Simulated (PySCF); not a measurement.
Electronic structure of Sr (strontium, neutral) at the LDA level

Configuration: [Kr] 4d2, high-spin 3F determinant (an excited configuration). All numbers are calculated (PySCF 2.14, scalar relativity by spin-free X2C-1e, in x2c-TZVPPall (8s6p6d2f1g, 79 functions)).

| Item | Value |
| --- | --- |
| Total energy | -3174.93 hartree |
| One-electron energy | -4398.51 hartree |
| Hartree (Coulomb) energy | 1325.35 hartree |
| Exchange-correlation energy | -101.77 hartree |
| ⟨S²⟩ | 2.0003 |
| ⟨L²⟩ | 12.001 |
| Sum of ⟨r⟩ | 30.62 bohr |
| Sum of ⟨r²⟩ | 68.66 bohr² |
| Langevin diamagnetic susceptibility | -54.4 ×10⁻⁶ cm³/mol |

```csv
shell,electrons,mean orbital energy (hartree),spread (hartree),"rms radius, mean of both spins (bohr)"
1s β,1,-583.96206,0,0.0451
1s α,1,-583.96186,0,0.0451
2s α,1,-79.08454,0,0.187
2s β,1,-79.08323,0,0.187
2p α,3,-70.35388,0,0.166
2p β,3,-70.35295,0,0.166
3s α,1,-12.15422,0,0.528
3s β,1,-12.15325,0,0.528
3p α,3,-9.33391,0,0.539
3p β,3,-9.33287,0,0.539
3d α,5,-4.65452,0.00029,0.551
3d β,5,-4.65307,0.00162,0.551
4s α,1,-1.44192,0,1.45
4s β,1,-1.43003,0,1.45
4p α,3,-0.78583,0,1.70
4p β,3,-0.77001,0,1.70
4d α,2,-0.04153,0,4.55
```

Densities and radii are taken from the X2C orbitals without a picture-change correction, which distorts them close to the nucleus.
